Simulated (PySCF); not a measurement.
# Electron correlation in N⁺ (nitrogen, charge +1)

Starting occupation: [He] 2s2 2p2, 2p1/2 with m_j = -1/2, +1/2. All numbers are calculated (PySCF 2.14, X2C-1e with screened-nucleus spin-orbit coupling, Gaussian nucleus, in x2c-QZVPPall-2c (7s4p3d2f1g, 57 functions)). Frozen: 1s2; 4 electrons correlated; the 2 highest virtual spinors left out.

MP2 pair energies summed by pair of shells (mhartree):

```tsv
pair	energy	share (%)
2p-2s	-50.33	63.0
2s-2s	-21.61	27.1
2p-2p	-7.92	9.9
```

Total MP2 correlation energy: -79.86 mhartree.

The GHF reference relaxed away from the jj start to a determinant that is no pure jj level (⟨S²⟩ = 2.00, ⟨J²⟩ = 2.00); the energies belong to that determinant.
